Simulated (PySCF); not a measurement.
Interval between two levels of Br(2+) by level of theory

Br(2+) [Ar] 3d10 4s2 4p3 [4S3/2, M_J = 3/2] → Br(2+) [Ar] 3d10 4s1 4p4 [4P5/2, M_J = 5/2], as a difference of total energies. Computed with PySCF 2.14 in x2c-SVPall-2c with one added diffuse shell each of s, p, d type (6s7p4d, 47 functions), with the two-component X2C-1e Hamiltonian. Correlated levels: [Ne] frozen. "Screened" scales the spin-orbit matrix elements by Boettger's factors to mimic the two-electron term; Breit and QED terms are absent.

```csv
method,interval between two levels (cm⁻¹)
GHF (spin-free),106820
GMP2 (spin-free),105700
GHF (screened spin-orbit),105440
GMP2 (screened spin-orbit),104290
```

The labels give the starting determinants; with spin-orbit coupling the two ends relaxed to ⟨J²⟩ = 3.75, ⟨L²⟩ = 0.02, ⟨S²⟩ = 3.72 and ⟨J²⟩ = 8.76, ⟨L²⟩ = 2.02, ⟨S²⟩ = 3.75.
